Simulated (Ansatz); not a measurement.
```yaml
crystal:
  periodic: [false, false, false]
  atoms:
    - {symbol: Sn, position_ang: [-0.599417, 2.601954, 0.986446]}
    - {symbol: Sn, position_ang: [-1.191330, -1.206857, 0.039574]}
    - {symbol: Sn, position_ang: [1.755484, -0.395295, -0.714764]}
    - {symbol: F, position_ang: [0.861978, -1.664851, 0.716138]}
    - {symbol: F, position_ang: [1.116828, 1.236527, 0.003199]}
    - {symbol: F, position_ang: [0.175651, -0.437317, -1.685322]}
    - {symbol: F, position_ang: [-1.665796, 0.321514, 0.242721]}
basis:
  gaussian: {orbitals: def2-TZVPP}
total_charge: 1
magnetization: {spin_polarized: true, initial_magnetization: 1}
hamiltonian: {xc: {name: HF}}
```

```sh
$ ansatz run in.yaml --threads 4 --pin off --events-out ev --progress --plain --max-ram 8704MiB
```

Shortened log:

```
Functional definition: HF
2372 factors; their error is unknown
mean field evaluation 1: about -28225.2751 eV, gradient 6.2e1 eV
mean field evaluation 2: about -28232.7995 eV, gradient 5.4e1 eV
mean field evaluation 4: about -28241.1859 eV, gradient 2.5e0 eV
mean field evaluation 8: about -28241.3486 eV, gradient 4.0e-1 eV
mean field evaluation 16: about -28242.5253 eV, gradient 1.5e-1 eV
mean field evaluation 32: about -28242.2857 eV, gradient 7.6e-1 eV
mean field evaluation 64: about -28242.5240 eV, gradient 1.9e-1 eV
mean field evaluation 96: about -28242.3317 eV, gradient 1.1e0 eV
mean field evaluation 128: about -28241.8792 eV, gradient 1.2e0 eV
mean field evaluation 160: about -28242.1505 eV, gradient 7.2e-1 eV
mean field evaluation 192: about -28241.3709 eV, gradient 1.2e-1 eV
mean field -28242.52674190 eV, -1037.8937142928 hartree, gradient 1.2e-5 eV, S^2 0.764935; 1 other end points of the search recorded, 0 dependent functions left out
reference -28242.52674190 eV, -1037.8937142928 hartree; 51, 50 occupied and 223, 224 virtual orbitals, 2372 factors
Total energy: -28242.52674190 eV, -1037.8937142928 hartree
```

Hardware: 4 threads of Arm Neoverse V1 on a shared host. Wall time 75 s, peak host memory 2.4 GiB.

In the def2 sets Sn takes a core potential; there is no spin–orbit coupling.
